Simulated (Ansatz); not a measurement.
System: sum formula SiBrF3 (charge 0, singlet). SMILES: F[Si](F)(F)Br
Coordinates optimised at B3LYP-D3(BJ)/def2-TZVP (Ansatz, a program for electronic structure):
```xyz
5

Si    -0.8040     0.0066    -0.0465
F     -1.3319     1.4683    -0.2906
F     -1.4396    -0.5327     1.2877
F     -1.2970    -0.9021    -1.2322
Br     1.3678    -0.0113     0.0790
```

Wanted: vertical triplet-singlet gap (E(triplet) - E(singlet); each state is the SCF solution reached for its spin; the molecule has degenerate orbitals, so one determinant may break the symmetry), in eV. Correlated levels leave the core frozen unless marked. UHF or UKS for open shells. No spin-orbit coupling. The frozen core is the preceding noble-gas configuration, with the filled d and f shells of earlier blocks. No relativistic terms. CBS marks a two-point X^-3 extrapolation of the correlation energy; Hartree-Fock from the larger set. The bracket is a focal-point correction in the basis named.

| level | program | vertical triplet-singlet gap (eV) |
|---|---|---|
| SVWN5/def2-TZVPD | Ansatz | 7.05 |
| PBE/def2-TZVPD | Ansatz | 6.95 |
| r2SCAN/def2-TZVPD | Ansatz | [?] |
| PBE0/def2-TZVPD | Ansatz | 7.23 |
| BHLYP/def2-TZVPD | Ansatz | [?] |
| CAM-B3LYP/def2-TZVPD | Ansatz | 7.32 |
| wB97X-V/def2-TZVPD | Ansatz | 7.56 |
| B2PLYP/def2-TZVPD | Ansatz | [?] |
| SCS-MP2/def2-SVPD | Ansatz | 7.76 |
| RI-MP2/CBS(def2-TZVPPD,def2-QZVPPD)+[CCSD(T)-MP2]/def2-TZVPPD | Ansatz | 7.63 |

Problem. Some entries are withheld; supply them.

Solution. 
- r2SCAN/def2-TZVPD, vertical triplet-singlet gap (eV): 7.33
- BHLYP/def2-TZVPD, vertical triplet-singlet gap (eV): 7.41
- B2PLYP/def2-TZVPD, vertical triplet-singlet gap (eV): 7.40
